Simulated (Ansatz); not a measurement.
`NB(N)Cl` + HCl → `NB(Cl)Cl` + NH₃ at 700 K and 1 bar (ligand exchange at a B–N bond).

Program: Ansatz. Geometries: PBE0-D4/def2-TZVP. ΔE: electronic, gas phase. CCSD(T)/CBS is the MP2 limit (def2-TZVPP, def2-QZVPP) plus CCSD(T) − MP2 in def2-TZVPP, frozen cores. This one scheme is used for every species. One conformer a species, not always the lowest.

```csv
species,CCSD(T)/CBS energy (Eh),H − E (kJ/mol),S (J/(mol·K))
`NB(N)Cl`,-596.52476,215.7,386.3
HCl,-460.38127,38.4,211.8
`NB(Cl)Cl`,-1000.39362,139.8,367.9
NH₃,-56.50880,116.9,226.5
```

H − E and S are ideal-gas, rigid-rotor, harmonic terms from PBE0-D4/def2-TZVP, for one conformer and one mirror image of each species. 1 Eh = 2625.50 kJ/mol, R = 8.31446 J/(mol·K).

By hand: ΔE, ΔH, ΔS and ΔG.

ΔE = (-1000.39362) + (-56.50880) − (-596.52476) − (-460.38127) = 0.00361 Eh = 9.5 kJ/mol. Δ(H − E) = 139.8 + 116.9 − 215.7 − 38.4 = 2.6, so ΔH = 12.1 kJ/mol. ΔS = 367.9 + 226.5 − 386.3 − 211.8 = -3.7 J/(mol·K). ΔG = 12.1 − 700 × (-3.7)/1000 = 14.7 kJ/mol.

By hand: the equilibrium constant, and the temperature at which ΔG would vanish if ΔH and ΔS stayed fixed.

log₁₀ K = −ΔG/(RT ln 10) = -1.1. ΔH and −TΔS have one sign here, so there is no such temperature.

The number of gas molecules stays the same, so ΔS is small and ΔH decides. A doubt of 5 kJ/mol in ΔE shifts log₁₀ K by 0.4 here. Other conformers and mirror images would add mixing entropy, several J/(mol·K) or more a flexible species. These are equilibria of isolated gas molecules and say nothing of rates. Largest T1 diagnostic: 0.010 (customary marks: 0.02 for closed shells, 0.045 for open ones).

ΔS is within the doubt of such terms, so its sign, and with it that verdict, could turn.
